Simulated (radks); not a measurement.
The numbers below are computed, except where a source is named.
Ar+, 17 electrons, occupied as [Ne] 3s2 3p5.

Code: a radial shooting solver on a logarithmic mesh with Libxc functionals. Model: non-relativistic Kohn-Sham, LDA (Slater exchange, Perdew-Wang correlation), spin-polarised, spherical densities, point nucleus; open shells are filled with parallel spins first.

Energy parts (hartree):
| part | energy |
|---|---|
| total | -525.35412 |
| kinetic | 524.41304 |
| electron-nucleus | -1243.85894 |
| Hartree | 222.92801 |
| exchange-correlation | -28.83623 |

Orbitals (lengths in bohr, moments of r in powers of bohr):
| orbital | occ. | eigenvalue (hartree) | <1/r> | <r^2> | <r^4> |
|---|---|---|---|---|---|
| 1s up | 1 | -114.3235 | 17.50 | 0.01003 | 0.0002585 |
| 1s down | 1 | -114.3150 | 17.50 | 0.01003 | 0.0002585 |
| 2s up | 1 | -11.30653 | 3.513 | 0.2072 | 0.07691 |
| 2s down | 1 | -11.29750 | 3.514 | 0.2070 | 0.07670 |
| 2p up | 3 | -8.95834 | 3.441 | 0.1776 | 0.06677 |
| 2p down | 3 | -8.94716 | 3.441 | 0.1775 | 0.06656 |
| 3s up | 1 | -1.35477 | 1.014 | 2.182 | 7.869 |
| 3s down | 1 | -1.31700 | 1.010 | 2.203 | 8.062 |
| 3p up | 3 | -0.83264 | 0.8837 | 2.834 | 14.41 |
| 3p down | 2 | -0.79787 | 0.8768 | 2.894 | 15.17 |
| 4s up | 0 | -0.21724 | 0.3146 | 20.07 | 635.7 |
| 4s down | 0 | -0.21193 | 0.3090 | 20.72 | 677.7 |
| 3d up | 0 | -0.15734 | 0.4815 | 10.68 | 277.4 |
| 3d down | 0 | -0.14021 | 0.4475 | 12.76 | 397.5 |
| 4p up | 0 | -0.13196 | 0.2438 | 33.88 | 1886 |
| 4p down | 0 | -0.12904 | 0.2392 | 35.16 | 2028 |

The highest occupied level is 3p down at -21.711 eV. The density falls to 0.001 e/bohr^3 at r = 3.44 bohr. Spin moment in Bohr magnetons: 1. For comparison, the ionisation energy in NIST's Atomic Spectra Database is 27.630 eV (measured). In exact Kohn-Sham theory the highest level is minus the ionisation energy, but local and semilocal functionals leave it too shallow, through self-interaction and a potential that decays too fast; potentials with the right tail come closer. The spin density at the nucleus is -0.0300 e/bohr^3 (1s -0.1332, 2s -0.0077, 3s 0.1109), a Fermi contact field of -1.57 T. Summed over all electrons, <r^2> = 20.18 bohr^2, which gives a Langevin (diamagnetic) susceptibility term of -16 x 10^-6 cm^3/mol. Virial ratio -V/T = 2.00179. The electron density at the nucleus is 3821 e/bohr^3.

Run on one thread of a shared host, so times are rough (Arm Neoverse N1): 0.16 s of CPU time, 0.16 s wall, 14 iterations on 2546 mesh points.
